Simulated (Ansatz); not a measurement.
Geometry optimisation, DFT PBE-D3(BJ), scalar-relativistic, plane waves, PAW (Ansatz 0.2.0).

Input:

```yaml
accuracy: low
crystal:
  lattice:
    - [5.4, 0.0, 0.0]
    - [4.05, 7.014806, 0.0]
    - [0.0, 0.0, 17.2768]
  atoms:
    - { symbol: Ru, position: [0.0, 0.0, 0.0578811] }
    - { symbol: Ru, position: [0.5, 0.0, 0.0578811] }
    - { symbol: Ru, position: [0.0, 0.3333333, 0.0578811] }
    - { symbol: Ru, position: [0.5, 0.3333333, 0.0578811] }
    - { symbol: Ru, position: [0.0, 0.6666667, 0.0578811] }
    - { symbol: Ru, position: [0.5, 0.6666667, 0.0578811] }
    - { symbol: Ru, position: [-0.1666667, 0.2222222, 0.181654] }
    - { symbol: Ru, position: [0.3333333, 0.2222222, 0.181654] }
    - { symbol: Ru, position: [-0.1666667, 0.5555556, 0.181654] }
    - { symbol: Ru, position: [0.3333333, 0.5555556, 0.181654] }
    - { symbol: Ru, position: [-0.1666667, 0.8888889, 0.181654] }
    - { symbol: Ru, position: [0.3333333, 0.8888889, 0.181654] }
    - { symbol: Ru, position: [0.0, 0.0, 0.3054269] }
    - { symbol: Ru, position: [0.5, 0.0, 0.3054269] }
    - { symbol: Ru, position: [0.0, 0.3333333, 0.3054269] }
    - { symbol: Ru, position: [0.5, 0.3333333, 0.3054269] }
    - { symbol: Ru, position: [0.0, 0.6666667, 0.3054269] }
    - { symbol: Ru, position: [0.5, 0.6666667, 0.3054269] }
    - { symbol: "N", position: [0.5056279, 0.0066776, 0.4333441] }
basis:
  ecutwfc: 420.0
kpoints:
  mp_grid: { grid: [2, 2, 1] }
hamiltonian:
  xc: pbe
  dispersion: d3bj
  pseudopotentials: { kind: paw, azcp: { folder: soft_1 } }
scf:
  occupations: { method: fermi_dirac, width: 0.05 }
  lower_state_search: "off"
relax:
  f_tol: 0.08
  max_steps: 25
  adjacent_minimum: "off"
  constraints: [{ sites: [0, 1, 2, 3, 4, 5] }]
output:
  write_density: true
  write_potential: true
  elf: true
  volumetric_format: npy
```

Run as:

```bash
$ ansatz run input.yaml --threads 4 --pin off --max-ram 10240MiB --backend cpu --events-out ev --progress --plain --runs-dir out
```

Task: Where does it end, and by what steps?

Result: The forces met the threshold. The force dipped under the threshold on the way, but the program's further checks kept it going. Limits of this set-up: coarse k mesh, thin slab, slab without dipole correction, odd electron count without spin, a typed lattice constant that wasn't relaxed here, low accuracy level. After 19 steps the energy has fallen by 4.687 eV; N19 moved furthest, 2.05 Å. Joined: Ru13–N19 (3.45 → 1.93 Å), Ru18–N19 (3.54 → 1.94 Å).

```csv
step,energy less start (eV),largest force component (eV/Å),accepted
0,0.0000,5.266,yes
1,-1.5996,5.335,yes
2,-2.5814,2.977,yes
3,-2.5888,1.446,yes
4,-2.8838,0.175,yes
5,-2.8937,0.264,yes
6,-2.8966,0.073,yes
7,-2.8983,0.081,yes
8,-2.9025,0.333,yes
9,-2.9237,0.586,yes
10,-3.0072,0.372,yes
11,-3.1858,0.832,yes
12,-3.5030,1.396,yes
13,-3.9302,1.681,yes
14,-4.4068,0.992,yes
15,-4.6391,0.436,yes
16,-4.6529,0.560,yes
17,-4.6824,0.231,yes
18,-4.6871,0.051,yes
19,-4.6871,0.051,yes
```

```xyz
19
Lattice="5.4000 0.0000 0.0000 4.0500 7.0148 0.0000 0.0000 0.0000 17.2768" Properties=species:S:1:pos:R:3
Ru 0.000 0.000 1.000
Ru 2.700 0.000 1.000
Ru 1.350 2.338 1.000
Ru 4.050 2.338 1.000
Ru 2.700 4.677 1.000
Ru 5.400 4.677 1.000
Ru -0.012 1.560 3.076
Ru 2.712 1.550 3.073
Ru 1.339 3.910 3.066
Ru 4.070 3.888 3.071
Ru 2.703 6.272 3.083
Ru 5.400 6.227 3.027
Ru -0.046 0.038 5.191
Ru 2.742 0.031 5.193
Ru 1.349 2.407 5.124
Ru 4.036 2.356 5.147
Ru 2.711 4.618 5.121
Ru 5.405 4.616 5.182
N 1.346 -0.774 6.244
```

Whether the end is a true minimum wasn't checked by a vibrational analysis.

Time of the run: 2.1 min on 4 threads of Arm Neoverse V2, with other jobs on the host, peak memory 2.2 GiB.
